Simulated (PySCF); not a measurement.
H6Se, SMILES [SeH6]. The structure is a stationary point at B3LYP-D3(BJ)/def2-TZVP.

The numbers are results of PySCF with B3LYP-D3(BJ)/def2-TZVP, not measurements.

Harmonic wavenumbers (cm⁻¹): 1103, 1103, 1103, 1131, 1131, 1131, 1212, 1212, 1212, 1805, 1805, 1811, 1811, 1811, 2051. Rotational constants (GHz): 51.42, 51.42, 51.42; symmetry number 24.

### Question
Work out the zero-point energy and the ideal-gas rigid-rotor harmonic-oscillator thermochemistry at 298.15 K and 1 atm.

### Answer
ZPE = ½ Σ hcν = ½ × 21434 cm⁻¹ = 30.64 kcal/mol. H − E(el) = 33.13 kcal/mol. Entropy in cal/(mol K): translation 39.23, rotation 12.09, vibration 0.48, total 51.81. G − E(el) = 17.69 kcal/mol. Cp = 10.27 cal/(mol K).
